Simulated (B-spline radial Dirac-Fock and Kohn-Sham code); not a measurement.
Kohn-Sham estimates against Dirac-Fock for the levels of Gd⁷⁺

System: gadolinium as Gd⁷⁺ in the configuration [Kr] 4d10 4f6 5s2 5p3.

The density-functional columns are spherical, spin-unpolarised Dirac-Kohn-Sham results without Breit or QED terms: −ε is minus the orbital energy of the initial state and ΔSCF the difference of two total energies. The reference in the last column comes from ΔSCF Dirac-Fock with Breit, self-energy and vacuum polarisation, finite nucleus, configuration average. All numbers are from a radial B-spline solver, in eV; a selection of levels is shown. The Kohn-Sham columns are given as differences from the reference. For the 1s level of heavy atoms much of the gap between ΔSCF and the reference is the Breit and QED part, -215.7 eV here; for other levels the error of the functional can be larger.

| level | PBE −ε − DF | PBE ΔSCF − DF | LDA −ε − DF | LDA ΔSCF − DF | Dirac-Fock |
| --- | --- | --- | --- | --- | --- |
| K (1s) | -211.9 | +251.3 | -258.9 | +202.9 | 50355.6 |
| L1 (2s) | -140.6 | -53.7 | -146.9 | -59.7 | 8500.1 |
| L2 (2p1/2) | -105.8 | +3.6 | -108.4 | +1.1 | 8049.2 |
| L3 (2p3/2) | -114.1 | -15.4 | -115.9 | -17.1 | 7361.6 |
| M1 (3s) | -73.5 | -44.3 | -75.3 | -45.9 | 2004.8 |
| M2 (3p1/2) | -59.4 | -28.7 | -60.0 | -29.2 | 1810.3 |
| M3 (3p3/2) | -58.9 | -29.9 | -59.3 | -30.2 | 1667.0 |
| M4 (3d3/2) | -39.5 | -6.0 | -39.2 | -5.7 | 1335.8 |
| M5 (3d5/2) | -40.2 | -7.3 | -39.9 | -7.0 | 1305.4 |
| N1 (4s) | -36.8 | -21.8 | -37.5 | -22.5 | 504.6 |
| N3 (4p3/2) | -29.6 | -15.2 | -30.0 | -15.7 | 395.1 |
| N4 (4d3/2) | -17.2 | -3.3 | -17.2 | -3.3 | 266.5 |
| N5 (4d5/2) | -17.3 | -3.5 | -17.3 | -3.5 | 260.8 |
| N6,7 (4f) | -9.4 | +3.1 | -8.9 | +3.5 | 114.0 |
| O1 (5s) | -7.3 | +1.4 | -6.8 | +1.9 | 145.6 |
| O2,3 (5p) | -6.3 | +1.6 | -5.9 | +2.1 | 118.9 |

Values without a named source are computed, but for edge energies of neutral atoms, which are taken from tables.
